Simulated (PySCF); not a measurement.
GeH₃, SMILES [GeH3+], charge +1.

Coordinates come from a B3LYP-D3(BJ)/def2-TZVPD optimisation.

The numbers are results of PySCF with r2SCAN/def2-TZVPD, not measurements.

Symmetry labels are those of the subgroup C2v that the program uses (full group D3h).

Computed valence orbital energies around the gap with their symmetry:
```tsv
orbital	symmetry	energy (eV)
HOMO−7	A1	-39.42
HOMO−6	A2	-39.25
HOMO−5	B2	-39.25
HOMO−4	B1	-38.93
HOMO−3	A1	-38.93
HOMO−2	A1	-21.70
HOMO−1	A1	-16.31
HOMO	B1	-16.31
LUMO	B2	-10.76
LUMO+1	A1	-6.88
LUMO+2	B1	-5.01
LUMO+3	A1	-5.01
```
